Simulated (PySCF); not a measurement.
Two species compared at the same levels of theory.

First species: C₇H₁₁ClO.
InChI=1S/C7H11ClO/c1-3-6(4-2)5-7(8)9/h3,6H,1,4-5H2,2H3/t6-/m1/s1

Second species: difluoroacetylene, C2F2.
Numbering: `[F:1][C:2]#[C:3][F:4]`

Levels: PBE0/pcSseg-1 for dipole moment, HOMO energy, LUMO energy and HOMO–LUMO gap; GFN2-xTB for rotational constant A and rotational constant C. Geometries: GFN2-xTB. All species are isolated and taken at one optimised geometry, non-relativistic unless stated; the electronic structure was computed with PySCF and density fitting.

The conformers computed, where there is a choice (atom-mapped SMILES and torsion angles):
- `[CH2:1]=[CH:2][C@H:3]([CH2:4][CH3:5])[CH2:6][C:7](=[O:8])[Cl:9]`: C1–C2–C3–C4 -123°, C2–C3–C4–C5 64°, C2–C3–C6–C7 -165°, C3–C6–C7–O8 14°

```json
{"property": "dipole moment", "column X": "2.85 D", "column Y": "0.00 D"}
{"property": "HOMO energy", "column X": "-7.84 eV", "column Y": "-8.30 eV"}
{"property": "LUMO energy", "column X": "-1.01 eV", "column Y": "0.43 eV"}
{"property": "HOMO–LUMO gap", "column X": "6.83 eV", "column Y": "8.73 eV"}
{"property": "rotational constant A", "column X": "2.315 GHz", "column Y": "1447.399 GHz"}
{"property": "rotational constant C", "column X": "0.585 GHz", "column Y": "3.592 GHz"}
```

Q: Which column belongs to which species?

A: Column X is the first species and column Y the second. The first has 20 atoms and 78 electrons, the second 4 and 30.

Q: How does each property change from the first species to the second?

A: dipole moment -2.85 D; HOMO energy -0.46 eV; LUMO energy +1.44 eV; HOMO–LUMO gap +1.90 eV; rotational constant A +1445.084 GHz; rotational constant C +3.007 GHz.

On the first: In atomic units the dipole is 1.12 e·bohr (1 au = 2.5417 D).

